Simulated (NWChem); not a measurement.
System: tert-butyl chloride (C₄H₉Cl); SMILES CC(C)(C)Cl

```xyz
14

C     -0.3057     1.4208    -0.8025
C      0.0000     0.0000    -0.3564
C      1.3833    -0.4456    -0.8025
C     -1.0776    -0.9751    -0.8025
Cl     0.0000     0.0000     1.4747
H     -0.3172     1.4709    -1.9037
H     -1.2873     1.7471    -0.4301
H      0.4556     2.1217    -0.4312
H      2.1567     0.2413    -0.4301
H      1.6096    -1.4554    -0.4312
H      1.4324    -0.4608    -1.9037
H     -1.1152    -1.0101    -1.9037
H     -2.0652    -0.6663    -0.4312
H     -0.8694    -1.9884    -0.4301
```
Atoms are numbered in this order, from 1.

Geometry: optimised at PBE0/def2-SVP. B3LYP is NWChem's, with the RPA form of VWN correlation.

### Question
Give the principal values of the shielding tensors (ppm) of C1, C2, Cl5 from B3LYP/6-31G* (spherical d), GIAO (NWChem), with their diamagnetic and paramagnetic parts as GIAO splits them.

### Answer
```
atom    σ11    σ22     σ33  isotropic  diamagnetic  paramagnetic
----  -----  -----  ------  ---------  -----------  ------------
C1    138.5  144.2   184.9      155.9        250.5         -94.6
C2    101.9  101.9   166.8      123.5        244.4        -120.9
Cl5   519.7  519.7  1062.8      700.7       1146.5        -445.8
```
